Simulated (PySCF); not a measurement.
Compound: C₈H₁₀N₂.
Atom-mapped SMILES: `[CH3:1]/[N:2]=[CH:3]\[c:4]1[cH:5][cH:6][n:7][cH:8][c:9]1[CH3:10]` (hydrogens: H11, H12, H13 on C1; H14 on C3; H15 on C5; H16 on C6; H17 on C8; H18, H19, H20 on C10)

The same species was optimised twice, with GFN2-xTB and with PBE0-D3(BJ)/def2-SVP (PySCF), and the same property calculations (PySCF, gas phase) were run on both structures.

| coordinate | GFN2-xTB | PBE0-D3(BJ)/def2-SVP | change |
| --- | --- | --- | --- |
| N2=C3 (Å) | 1.257 | 1.268 | +0.011 |
| C8–C9 (Å) | 1.390 | 1.400 | +0.010 |
| C3–C4 (Å) | 1.479 | 1.488 | +0.009 |
| C6–N7 (Å) | 1.321 | 1.329 | +0.008 |
| C5–C6 (Å) | 1.385 | 1.393 | +0.008 |
| N7–C8 (Å) | 1.321 | 1.328 | +0.007 |
| C4–C9 (Å) | 1.400 | 1.407 | +0.007 |
| C1–N2 (Å) | 1.430 | 1.436 | +0.006 |
| C4–C5 (Å) | 1.392 | 1.398 | +0.006 |
| C9–C10 (Å) | 1.496 | 1.499 | +0.003 |
| C1–N2–C3 (°) | 122.9 | 122.0 | -0.9 |
| C4–C9–C10 (°) | 121.2 | 121.9 | +0.7 |
| C8–C9–C10 (°) | 121.7 | 121.0 | -0.7 |
| C3–C4–C5 (°) | 121.0 | 121.6 | +0.6 |
| N2–C3–C4 (°) | 129.4 | 128.9 | -0.5 |
| C6–N7–C8 (°) | 118.1 | 117.6 | -0.5 |
| N7–C8–C9 (°) | 124.3 | 124.7 | +0.4 |
| C4–C5–C6 (°) | 118.7 | 119.2 | +0.5 |
| N2–C3–C4–C5 (°) | -57 | -55 | +2 |

Rotational constants: A = 2182, B = 1098, C = 801.2 MHz (GFN2-xTB) against A = 2154, B = 1091, C = 789.8 MHz (PBE0-D3(BJ)/def2-SVP). Point groups within 0.08 Å: C1 and C1.

On the GFN2-xTB structure: HOMO (eV) -7.09 [PBE0/pcSseg-1]; LUMO (eV) -1.34 [PBE0/pcSseg-1]; dipole (D) 0.82 [PBE0/pcSseg-1]; GIAO shielding of C1 (ppm) 143.4 [PBE0/pcSseg-1]; GIAO shielding of N2 (ppm) -124.9 [PBE0/pcSseg-1]; GIAO shielding of C3 (ppm) 21.7 [PBE0/pcSseg-1]; GIAO shielding of C4 (ppm) 41.9 [PBE0/pcSseg-1]; GIAO shielding of C5 (ppm) 60.4 [PBE0/pcSseg-1]; GIAO shielding of C6 (ppm) 33.7 [PBE0/pcSseg-1]; GIAO shielding of N7 (ppm) -97.9 [PBE0/pcSseg-1]; GIAO shielding of C8 (ppm) 29.8 [PBE0/pcSseg-1].

Problem. What do these properties become on the PBE0-D3(BJ)/def2-SVP structure?

Solution. 
| property | level | on GFN2-xTB | on PBE0-D3(BJ)/def2-SVP | change |
| --- | --- | --- | --- | --- |
| HOMO (eV) | PBE0/pcSseg-1 | -7.09 | -7.15 | -0.06 |
| LUMO (eV) | PBE0/pcSseg-1 | -1.34 | -1.46 | -0.12 |
| dipole (D) | PBE0/pcSseg-1 | 0.82 | 0.78 | -0.04 |
| energy, GFN2-xTB geometry as zero (kcal/mol) | PBE0/pcSseg-1 | 0.0 | -0.6 | -0.6 |
| GIAO shielding of C1 (ppm) | PBE0/pcSseg-1 | 143.4 | 141.6 | -1.8 |
| GIAO shielding of N2 (ppm) | PBE0/pcSseg-1 | -124.9 | -129.3 | -4.4 |
| GIAO shielding of C3 (ppm) | PBE0/pcSseg-1 | 21.7 | 18.7 | -3.0 |
| GIAO shielding of C4 (ppm) | PBE0/pcSseg-1 | 41.9 | 40.9 | -1.0 |
| GIAO shielding of C5 (ppm) | PBE0/pcSseg-1 | 60.4 | 58.2 | -2.2 |
| GIAO shielding of C6 (ppm) | PBE0/pcSseg-1 | 33.7 | 31.4 | -2.3 |
| GIAO shielding of N7 (ppm) | PBE0/pcSseg-1 | -97.9 | -101.5 | -3.6 |
| GIAO shielding of C8 (ppm) | PBE0/pcSseg-1 | 29.8 | 26.6 | -3.2 |

The heavy atoms differ by 0.027 Å rms after alignment. Among bonds between heavy atoms N2=C3 and C8–C9 change most and about equally (+0.010 to +0.011 Å). Changes are differences of the printed values. Neither structure is proved a minimum here.

Conformer computed: `[CH3:1]/[N:2]=[CH:3]\[c:4]1[cH:5][cH:6][n:7][cH:8][c:9]1[CH3:10]`: N2–C3–C4–C5 -55°.
